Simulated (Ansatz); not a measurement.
```yaml
crystal:
  periodic: [false, false, false]
  atoms:
    - {symbol: C, position_ang: [0.311818, 1.760548, -0.044629]}
    - {symbol: Sn, position_ang: [-0.792808, -0.083761, -0.097332]}
    - {symbol: C, position_ang: [0.576080, -1.569576, 0.196085]}
    - {symbol: F, position_ang: [1.293291, -1.445857, 1.445752]}
    - {symbol: H, position_ang: [-0.540517, 2.790670, -0.171408]}
    - {symbol: H, position_ang: [0.481417, 1.683067, 1.166131]}
    - {symbol: H, position_ang: [0.976409, 2.041346, -0.629930]}
    - {symbol: H, position_ang: [-2.383597, -0.390114, 0.561913]}
    - {symbol: H, position_ang: [-1.127097, -0.246852, -2.024014]}
    - {symbol: H, position_ang: [1.390675, -1.573734, -0.559207]}
    - {symbol: H, position_ang: [0.129715, -2.823854, 0.038578]}
basis:
  gaussian: {orbitals: x2c-TZVPPall, nuclear_model: gaussian}
total_charge: 1
magnetization: {spin_polarized: true, initial_magnetization: 1}
hamiltonian: {xc: {name: PBE}, dispersion: d3bj}
relax: {f_tol: 0.0001, max_steps: 2}
output: {forces: true}
```

```sh
$ ansatz run in.yaml --threads 4 --pin off --events-out ev --progress --plain --max-ram 10444MiB
```

Task: How does Ansatz answer? (Estimate.)

Result: The calculation gave: The run did not converge.
```
Functional definition: PBE
1497 factors; their error is unknown
mean field evaluation 1: about -172923.2826 eV, gradient 7.8e1 eV
mean field evaluation 2: about -172614.5648 eV, gradient 2.1e2 eV
mean field evaluation 4: about -172948.4363 eV, gradient 2.2e1 eV
mean field evaluation 8: about -172949.2969 eV, gradient 1.5e1 eV
mean field evaluation 16: about -172951.1503 eV, gradient 2.4e0 eV
mean field evaluation 32: about -172951.1746 eV, gradient 3.5e-6 eV
mean field -172951.17462973 eV, -6355.8384371261 hartree, gradient 3.5e-6 eV, S^2 0.756700; 7 other end points of the search recorded, 0 dependent functions left out
reference -172951.17467359 eV, -6355.8384387379 hartree; 39, 38 occupied and 212, 213 virtual orbitals, 1497 factors
relax step   1: F+E_penalty+E_count = -172951.37345530 eV  Δ(F+E_penalty+E_count) = +0.000e0 eV  max|allowed force component| = 8.994e0 eV/Å  Δτ_max = 0.0000 Å  (279 SCF iters, accepted)
1497 factors; their error is unknown
mean field -172953.87521632 eV, -6355.9376818526 hartree, gradient 1.8e-5 eV, S^2 0.754334; 1 other end points of the search recorded, 0 dependent functions left out
reference -172953.87525879 eV, -6355.9376834132 hartree; 39, 38 occupied and 212, 213 virtual orbitals, 1497 factors
relax step   2: F+E_penalty+E_count = -172954.06921012 eV  Δ(F+E_penalty+E_count) = -2.696e0 eV  max|allowed force component| = 2.264e0 eV/Å  Δτ_max = 0.1942 Å  (112 SCF iters, accepted)
Error: geometry relaxation did not converge after 2 steps: max|allowed force component| = 2.26e0 eV/Å (threshold 1.0e-4). Raise `relax.max_steps` over both its present limit and 2, loosen `relax.f_tol`, or start from a geometry closer to equilibrium. Where this run's directory can be resumed (`checkpoint.write`), a resume goes on for up to `relax.max_steps` more
```
